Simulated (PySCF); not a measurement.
C8H8F (doublet state).
Geometry (GFN2-xTB, Å), atoms numbered from 1 in this order:
```
atom  x, y, z in Å
C1    -1.5702    1.4583    1.8271
C2    -1.5377    0.7644    0.8478
C3    -1.4821   -0.0918   -0.2772
C4    -2.2429    0.1038   -1.3500
C5    -0.4614   -1.2140   -0.1835
C6     0.8902   -0.6536   -0.4481
F7     1.2214   -0.5966   -1.7599
C8     1.7608   -0.1282    0.4874
C9     2.9763    0.4273    0.2055
H10   -1.6127    2.0794    2.6713
H11   -2.1929   -0.5516   -2.2024
H12   -2.9369    0.9250   -1.4058
H13   -0.6954   -1.9754   -0.9300
H14   -0.4893   -1.6528    0.8152
H15    1.4249   -0.1838    1.5136
H16    3.6081    0.8071    0.9859
H17    3.3327    0.4947   -0.8068
```

The hyperfine couplings belong to this conformer and change with its torsions.

As a line formula: `C#CC(=C)C[C](F)C=C` [radical].

Level of theory: UKS B3LYP, pcH-1 on C F H, non-relativistic, mean-field spin-orbit, GIAO in PySCF 2.14.0. One conformer (not necessarily the lowest) at the GFN2-xTB geometry, without solvent, vibrations or thermal averaging. A GFN2-xTB geometry isn't a minimum of the functional, and hyperfine couplings can be far from their values at a DFT geometry. Stability of the SCF solution: not tested. ⟨S²⟩ is 0.775 where a pure state has 0.75.

Question: Break the g tensor into its mass correction, gauge correction and orbital-Zeeman/spin–orbit terms.

Answer: 
```
                    Δg (ppm)     1     2     3
relativistic mass correction  -175  -175  -175
            gauge correction     1    36    44
   orbital Zeeman/spin–orbit   -53  1190  1744
                       total  -227  1051  1613
```

So g = 2.00209, 2.00337, 2.00393 and g_iso = 2.00313; the tensor is rhombic: the two nearest values differ by 31 % of g3 − g1. Axes: g2 points within 2° of the C9–H17 bond.

Question: What are the electron Larmor frequencies g μB B/h along the three axes at 330 mT?

Answer: 9.2472, 9.2531, 9.2557 GHz for g1, g2 and g3, a range of 8.5 MHz.

Question: Average each term over the three axes. Which is largest in size?

Answer: The orbital-Zeeman/spin–orbit term 960, the mass correction -175 and the gauge correction 27 ppm, for a total of 812 ppm. The orbital-Zeeman/spin–orbit term is the largest in size. The mass correction is the same along every axis, so the anisotropy comes from the other two: their spans along these axes are 43 (gauge) and 1797 ppm (orbital Zeeman/spin–orbit).

Question: In a frozen sample, at which fields do the three g values resonate at 9.5, 34, 94 and 263 GHz (hyperfine left aside), and which band first spreads them over more than twice a line width of 0.5 mT?

Answer: 
```tsv
band	GHz	B(g3) mT	B(g2) mT	B(g1) mT	spread mT
X	9.5	338.71	338.81	339.02	0.31
Q	34.0	1212.23	1212.57	1213.34	1.11
W	94.0	3351.45	3352.39	3354.53	3.08
J	263.0	9376.94	9379.57	9385.56	8.61
```

The spread grows in proportion to the frequency. Q band is the first where it exceeds 1.0 mT.

The largest Mulliken spin populations are on C9 (+0.66), C6 (+0.58) and C8 (-0.25). The positive populations add up to 1.35 and the negative ones to -0.35, together 2S = 1. The angles at C9 add up to 360.0°, so it is planar; its axial dipolar tensor and the negative couplings of its protons fit spin in a p orbital normal to that plane.

The HOMO–LUMO gaps are 4.06 eV among the α and 4.77 eV among the β orbitals.
